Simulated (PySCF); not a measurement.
Molecule: SMILES [SiH]([SiH3])([SiH3])CCl, CH9ClSi3.

Bonds (- single, = double, # triple, : aromatic): Si1-Si2 2.346 Å, Si2-Si3 2.348 Å, Si2-C4 1.904 Å, C4-Cl5 1.793 Å. Si1 carries H6, H7, H8; Si2 carries H9; Si3 carries H10, H11, H12; C4 carries H13, H14.

Geometry PBE0-D3(BJ)/def2-SVP throughout; GIAO in PySCF 2.14.0 with density-fitted response routines, gas phase, one conformer, non-relativistic; equivalent atoms averaged; basis pcSseg-1.

Q: How do the shifts δ (against TMS, HCl at the same level) depend on the functional? (ppm; last column core-seconds on shared hosts with different chips, so compare them loosely)

A: 
| functional | kind | Si2 | Si1/Si3 | C4 | Cl5 | H9 | H6/H7/H8/H10/H11/H12 | H13/H14 | core-s |
| --- | --- | --- | --- | --- | --- | --- | --- | --- | --- |
| HF | Hartree–Fock | -55.1 | -93.0 | 26.2 | -1.0 | 3.74 | 3.39 | 2.72 | 7.8 |
| LDA | LDA | -69.6 | -120.3 | 34.9 | 111.5 | 4.45 | 3.75 | 3.16 | 15 |
| PBE | GGA | -66.5 | -111.3 | 34.0 | 98.7 | 4.21 | 3.62 | 3.08 | 19 |
| BLYP | GGA | -60.6 | -109.3 | 35.4 | 96.0 | 4.05 | 3.51 | 3.07 | 18 |
| BP86 | GGA | -64.8 | -109.5 | 34.2 | 94.9 | 4.20 | 3.62 | 3.09 | 18 |
| OPBE | GGA | -66.8 | -102.6 | 32.5 | 87.4 | 4.17 | 3.62 | 3.06 | 19 |
| KT2 | GGA | -64.2 | -109.3 | 33.3 | 95.2 | 4.21 | 3.58 | 3.11 | 19 |
| KT3 | GGA | -60.5 | -102.2 | 33.4 | 87.5 | 4.00 | 3.45 | 3.07 | 19 |
| B97-D | GGA | -59.2 | -102.8 | 34.6 | 85.3 | 4.01 | 3.49 | 3.08 | 19 |
| B3LYP | global hybrid | -59.5 | -105.6 | 33.2 | 73.2 | 3.99 | 3.48 | 2.97 | 14 |
| PBE0 | global hybrid | -64.5 | -106.3 | 31.4 | 69.8 | 4.11 | 3.57 | 2.94 | 31 |
| mPW1PW91 | global hybrid | -63.3 | -104.1 | 31.5 | 66.8 | 4.07 | 3.55 | 2.94 | 14 |
| WP04 | global hybrid | -47.1 | -87.8 | 36.8 | 64.2 | 3.48 | 3.06 | 2.89 | 14 |
| B97-2 | global hybrid | -61.5 | -101.9 | 31.9 | 66.9 | 4.01 | 3.50 | 2.96 | 13 |
| BHandHLYP | global hybrid | -57.4 | -100.6 | 30.4 | 43.4 | 3.88 | 3.42 | 2.85 | 14 |
| CAM-B3LYP | range-separated hybrid | -61.2 | -106.8 | 30.6 | 59.7 | 3.96 | 3.47 | 2.84 | 20 |
| wB97X-D | range-separated hybrid | -64.1 | -105.2 | 30.2 | 56.3 | 4.04 | 3.54 | 2.84 | 20 |
| LC-wPBE | range-separated hybrid | -67.4 | -105.1 | 26.7 | 45.8 | 3.96 | 3.48 | 2.68 | 28 |

Q: Which nucleus moves most, in ppm?

A: Cl5 (chlorine bonded to C): from -1.0 ppm with HF to 111.5 ppm with LDA. The smallest spread is 0.49 ppm, at H13/H14. Proton shifts span only some 12 ppm, so a few tenths of a ppm matter as much there as several ppm in carbon.
